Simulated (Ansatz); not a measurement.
Geometry optimisation, RKS PBE0-D4/def2-SVP (Ansatz).

Input file:

```yaml
crystal:
  periodic: [false, false, false]
  atoms:
    - { symbol: Ga, position_ang: [-0.514812, -1.178163, -0.082224] }
    - { symbol: Br, position_ang: [1.827496, -1.37172, -0.58988] }
    - { symbol: H, position_ang: [-1.406802, -1.129193, -1.3661] }
    - { symbol: H, position_ang: [-0.857388, -1.582071, 1.381071] }
    - { symbol: H, position_ang: [1.348962, 1.126483, 0.588862] }
    - { symbol: O, position_ang: [0.569103, 1.682214, 0.768738] }
    - { symbol: O, position_ang: [-0.451259, 0.996801, 0.076353] }
    - { symbol: H, position_ang: [-0.5153, 1.455748, -0.776819] }
basis:
  gaussian: { orbitals: def2-SVP }
hamiltonian:
  xc: pbe0
  dispersion: d4
relax:
  f_tol: 0.03
  max_steps: 50
output:
  orbitals: {}
```

Run as:

```bash
$ ansatz run input.yaml --threads 2 --pin off --max-ram 3072MiB --backend cpu --events-out ev --progress --plain --runs-dir out
```

**Question.** Where does it end, and by what steps?

**Answer.** It converged. After 4 steps the energy has fallen by 0.082 eV; Br2 moved furthest, 0.24 Å.

```json
{"step": "0", "energy less start (eV)": "0.0000", "largest force component (eV/Å)": "0.474", "accepted": "yes"}
{"step": "1", "energy less start (eV)": "-0.0706", "largest force component (eV/Å)": "0.167", "accepted": "yes"}
{"step": "2", "energy less start (eV)": "-0.0778", "largest force component (eV/Å)": "0.206", "accepted": "yes"}
{"step": "3", "energy less start (eV)": "-0.0817", "largest force component (eV/Å)": "0.080", "accepted": "yes"}
{"step": "4", "energy less start (eV)": "-0.0822", "largest force component (eV/Å)": "0.025", "accepted": "yes"}
```

```xyz
8
Properties=species:S:1:pos:R:3
Ga -0.518 -1.120 -0.068
Br 1.816 -1.151 -0.500
H -1.373 -1.167 -1.376
H -0.865 -1.546 1.387
H 1.331 0.913 0.490
O 0.635 1.568 0.736
O -0.496 1.022 0.093
H -0.530 1.480 -0.763
```

Run time: 15 s on 2 threads of Intel(R) Xeon(R) Platinum 8488C (Sapphire Rapids), with other jobs on the host, peak memory 0.31 GiB.
